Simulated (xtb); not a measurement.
CCl2F, doublet, geometry from GFN2-xTB of the parent state (the spin is typed, not shown lowest); GFN0-xTB (xtb 6.7.1).

Here is a job for xtb.
```
$ xtb mol.xyz --gfn 0 --chrg 0 --uhf 1 --json

# file mol.xyz
4

F     -0.04346639     1.56731242    -0.01240176
C     -0.00758804     0.27360984    -0.00216501
Cl     1.47322308    -0.42239037     0.03775658
Cl    -1.44753333    -0.50393144    -0.03042682
```

Write the output that xtb gives for this input, abridged.


```
   ID    Z sym.   atoms
    1    9 F      1
    2    6 C      2
    3   17 Cl     3, 4

           -------------------------------------------------
          |                Calculation Setup                |
           -------------------------------------------------

           -------------------------------------------------
          |                 G F N 0 - x T B                 |
           -------------------------------------------------

          ...................................................
          :                      SETUP                      :
          :.................................................:
          :  # basis functions                  28          :
          :  # atomic orbitals                  26          :
          :  # shells                           10          :
          :  # electrons                        25          :
          :  electronic temp.          300.0000000     K    :
          :  accuracy                    1.0000000          :
          :  -> integral cutoff          0.2500000E+02      :
          :  -> integral neglect         0.1000000E-07      :
          ...................................................

         :::::::::::::::::::::::::::::::::::::::::::::::::::::
         ::                     SUMMARY                     ::
         :::::::::::::::::::::::::::::::::::::::::::::::::::::
         :: total energy             -14.465662649681 Eh    ::
         :: gradient norm              0.067424769538 Eh/a0 ::
         :: HOMO-LUMO gap              2.359788802691 eV    ::
         ::.................................................::
         :: H0 energy                -14.473932327624 Eh    ::
         :: repulsion energy           0.046741178922 Eh    ::
         :: electrostat energy        -0.025636660637 Eh    ::
         :: -> Gsolv                   0.000000000000 Eh    ::
         ::    -> Gsasa                0.000000000000 Eh    ::
         ::    -> Gshift               0.000000000000 Eh    ::
         :: dispersion energy         -0.000940047897 Eh    ::
         :: short-range corr.         -0.011894792445 Eh    ::
         :: add. restraining           0.000000000000 Eh    ::
         :: total charge               0.000000000000 e     ::
         :::::::::::::::::::::::::::::::::::::::::::::::::::::

           -------------------------------------------------
          |                Property Printout                |
           -------------------------------------------------

    * Orbital Energies and Occupations

         #    Occupation            Energy/Eh            Energy/eV
      -------------------------------------------------------------
         1        2.0000           -0.9724487             -26.4617
         2        2.0000           -0.9709872             -26.4219
         3        2.0000           -0.8246909             -22.4410
         4        2.0000           -0.5808324             -15.8053
         5        2.0000           -0.5283044             -14.3759
         6        2.0000           -0.5052755             -13.7492
         7        2.0000           -0.4911154             -13.3639
         8        2.0000           -0.4495588             -12.2331
         9        2.0000           -0.4449242             -12.1070
        10        2.0000           -0.4428477             -12.0505
        11        2.0000           -0.4421349             -12.0311
        12        2.0000           -0.4338243             -11.8050
        13        1.0000           -0.3000434              -8.1646 (HOMO)
        14                         -0.2133228              -5.8048 (LUMO)
        15                         -0.1626669              -4.4264
        16                         -0.0898861              -2.4459
        17                         -0.0654633              -1.7813
        18                         -0.0649134              -1.7664
        19                         -0.0642150              -1.7474
        20                         -0.0636600              -1.7323
        21                         -0.0611282              -1.6634
        22                         -0.0544733              -1.4823
        23                          0.0146897               0.3997
        24                          0.1836585               4.9976
       ...                                ...                  ...
        26                          0.4199464              11.4273
      -------------------------------------------------------------
                  HL-Gap            0.0867206 Eh            2.3598 eV
             Fermi-level            0.0000000 Eh            0.0000 eV

     #   Z          covCN         q      C6AA      α(0)
     1   9 F        0.878    -0.205    11.326     3.876
     2   6 C        2.571     0.416    21.197     7.503
     3  17 Cl       1.065    -0.106   100.479    15.323
     4  17 Cl       1.065    -0.106   100.479    15.323

 Mol. C6AA /au·bohr⁶  :        778.322375
 Mol. C8AA /au·bohr⁸  :      28110.967040
 Mol. α(0) /au        :         42.025500

Wiberg/Mayer (AO) data.
largest (>0.10) Wiberg bond orders for each atom

 ---------------------------------------------------------------------------
     #   Z sym  total        # sym  WBO       # sym  WBO       # sym  WBO
 ---------------------------------------------------------------------------
     1   9 F    1.193 --     2 C    1.036
     2   6 C    3.423 --     3 Cl   1.194     4 Cl   1.194     1 F    1.036
     3  17 Cl   1.381 --     2 C    1.194     4 Cl   0.108
     4  17 Cl   1.381 --     2 C    1.194     3 Cl   0.108
 ---------------------------------------------------------------------------

Topologies differ in total number of bonds
Writing topology from bond orders to xtbtopo.mol

 dipole moment from electron density (au)
     X       Y       Z
   0.0062  -0.2240   0.0018  total (Debye):    0.570

           -------------------------------------------------
          | TOTAL ENERGY              -14.465662649681 Eh   |
          | GRADIENT NORM               0.067424769538 Eh/α |
          | HOMO-LUMO GAP               2.359788802691 eV   |
           -------------------------------------------------

normal termination of xtb
```
